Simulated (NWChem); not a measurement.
Correlation energy of isocyanic acid (CHNO)

```xyz
4

N      1.1600    -0.0732     0.0000
C     -0.0468     0.0195     0.0000
O     -1.2104    -0.0341     0.0000
H      1.8440     0.6681     0.0000
```
Charge 0, spin multiplicity 1.

All runs are NWChem calculations. All single points use one geometry, from PBE0/def2-SVP, a minimum by its harmonic frequencies.

Basis set: cc-pVDZ. Each correlation energy counts from its own Hartree-Fock reference.

The correlated methods keep 3 core orbitals frozen. Coupled-cluster values serve here as a point of comparison, not as the truth.

Task: One of these methods gave a correlation energy of -490.5 mHa. Which?
(A) CCSD+T(CCSD)
(B) RI-MP2
(C) SCS-MP2
(D) CR-CCSD(T)

Result: A, CCSD+T(CCSD). The others give -484.4 (CR-CCSD(T)), -466.0 (RI-MP2), -448.2 (SCS-MP2).
